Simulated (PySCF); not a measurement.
C3H9ClOSi, SMILES C(C[SiH2]Cl)CO. Atoms are numbered in the order given.

```xyz
15

O     -2.6329    -0.7296     0.7853
C     -2.2467    -0.9711    -0.5499
C     -1.5897     0.2434    -1.2068
C     -0.4405     0.8323    -0.3774
Si     0.9525    -0.3706    -0.0166
Cl     2.5740     0.7146     0.6926
H     -3.3060    -0.0390     0.7805
H     -3.1002    -1.3142    -1.1673
H     -1.5347    -1.8139    -0.5093
H     -2.3570     1.0206    -1.3792
H     -1.2303    -0.0536    -2.2078
H     -0.8207     1.1925     0.5925
H      0.0008     1.7032    -0.8901
H      1.3821    -1.0719    -1.2598
H      0.5986    -1.3735     1.0203
```
Charge 0, spin multiplicity 1.

Geometry: ωB97X-D3(BJ)/def2-SVP. The structure was generated by enumeration, and PubChem lists no compound with its InChIKey, so it may never have been made. Other conformers were not sampled.

Two levels are set side by side: PBE/pcSseg-1 (PySCF) and KT2/pcSseg-1 (PySCF). GIAO shifts against H2O (¹⁷O), HCl (³⁵Cl), TMS (²⁹Si), TMS (¹H), TMS (¹³C) at the same level; non-relativistic, no solvent, atoms listed together averaged. Without spin–orbit terms, shifts of atoms bonded to Cl or Br come out too high at both levels. Differences are taken from unrounded values.

```json
[
 {"quantity": "δ(¹⁷O) of O1 (ppm)", "KT2": "41.3", "PBE": "44.1", "PBE minus KT2": "2.8"},
 {"quantity": "δ(¹³C) of C2 (ppm)", "KT2": "69.2", "PBE": "70.2", "PBE minus KT2": "1.0"},
 {"quantity": "δ(¹³C) of C3 (ppm)", "KT2": "35.4", "PBE": "35.5", "PBE minus KT2": "0.1"},
 {"quantity": "δ(¹³C) of C4 (ppm)", "KT2": "17.0", "PBE": "17.2", "PBE minus KT2": "0.1"},
 {"quantity": "δ(²⁹Si) of Si5 (ppm)", "KT2": "0.0", "PBE": "1.6", "PBE minus KT2": "1.6"},
 {"quantity": "δ(³⁵Cl) of Cl6 (ppm)", "KT2": "-48.7", "PBE": "-48.6", "PBE minus KT2": "0.1"},
 {"quantity": "δ(¹H) of H7 (ppm)", "KT2": "-0.66", "PBE": "-0.65", "PBE minus KT2": "0.00"}
]
```

Rough cost on one machine, each run with all the roots and properties that it gave: KT2 against PBE within a factor of 2.
